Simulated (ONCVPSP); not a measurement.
## Which change was made? (Zr, ONCV)

Zr (Z = 40), optimised norm-conserving Vanderbilt (ONCV), made with ONCVPSP 4.0.1 (LDA (Perdew-Zunger), scalar-relativistic). Core [Ar] 3d10, reference 4s2 4p6 4d2 5s2. Waves: 4s+5s: rc 2.35 bohr, ncon 4, nbas 7, qcut 4.2 1/bohr, 2 projectors; 4p: rc 1.50 bohr, ncon 4, nbas 7, qcut 5.9 1/bohr, 3 projectors, debl 0.4 Ha; 4d: rc 2.90 bohr, ncon 5, nbas 10, qcut 5.1 1/bohr, 2 projectors, debl 3.1 Ha; f scattering state at 0.12 Ha: rc 3.00 bohr, ncon 5, nbas 8, qcut 3.7 1/bohr, 1 projector. Local part: polynomial inside 1.00 bohr (lpopt 1, dvloc0 0 Ha). Core correction: polynomial model core, fcfact 0.7.

In the p channel the program set the typed energies aside and used -1.194, 0.250, 0.650 Ha.

Cutoffs, loose and tight: the cutoffs (Ha) at which the residual kinetic energy of the hardest occupied pseudo-wave falls to 1 and 0.1 mHa per electron. They do not see the model core or the augmentation charge, which bear on the density cutoff. Test errors are all-electron minus pseudo excitation energies from the reference, over the configurations 4s2 4p6 4d2 5s1; 4s2 4p6 4d2 5s0; 4s2 4p6 4d1 5s0; 4s2 4p6 4d2 5s1.5; variants that change the core or the reference have their own tests.

The base gives: outcome: generated, projector energies reset by the program; cutoff, loose: 20 Ha; cutoff, tight: 59 Ha; bound ghosts: none; GHOST(+) flags above zero: s, p, f; largest test error (meV): +16.

(1) After one change the result is: outcome: generated, projector energies reset by the program; cutoff, loose: 20 Ha; cutoff, tight: 59 Ha; bound ghosts: none; GHOST(+) flags above zero: s, p, f; largest test error (meV): +31. Which change was it?
A. p: qcut 8.4
B. core [Kr], valence charge 4; reference 4d2 5s1 5p1; waves now 5s: rc 2.75 bohr, ncon 4, nbas 9, qcut 2 1/bohr, 2 projectors, debl 1.2 Ha; 5p: rc 3.95 bohr, ncon 4, nbas 8, qcut 2.2 1/bohr, 1 projector; 4d: rc 1.75 bohr, ncon 4, nbas 8, qcut 4.8 1/bohr, 2 projectors, debl 1.1 Ha; f scattering state at 0.21 Ha: rc 3.40 bohr, ncon 4, nbas 7, qcut 2.8 1/bohr, 2 projectors, debl 1.9 Ha; local potential polynomial inside 1.25 bohr (lpopt 3, dvloc0 0 Ha)
C. reference 4s2 4p6 4d2 5s1

Results:

(1) C. The others give: core [Kr], valence charge 4; reference 4d2 5s1 5p1; waves now 5s: rc 2.75 bohr, ncon 4, nbas 9, qcut 2 1/bohr, 2 projectors, debl 1.2 Ha; 5p: rc 3.95 bohr, ncon 4, nbas 8, qcut 2.2 1/bohr, 1 projector; 4d: rc 1.75 bohr, ncon 4, nbas 8, qcut 4.8 1/bohr, 2 projectors, debl 1.1 Ha; f scattering state at 0.21 Ha: rc 3.40 bohr, ncon 4, nbas 7, qcut 2.8 1/bohr, 2 projectors, debl 1.9 Ha; local potential polynomial inside 1.25 bohr (lpopt 3, dvloc0 0 Ha) → outcome: generated; cutoff, loose: 23 Ha; cutoff, tight: 70 Ha; bound ghosts: s, p, d, f; GHOST(+) flags above zero: d; largest test error (meV): -68 over the solved tests; 1 of 4 tests not solved or not reliable | p: qcut 8.4 → outcome: generated, projector energies reset by the program; cutoff, loose: 25 Ha; cutoff, tight: 30 Ha; bound ghosts: none; GHOST(+) flags above zero: s, f; largest test error (meV): -15.
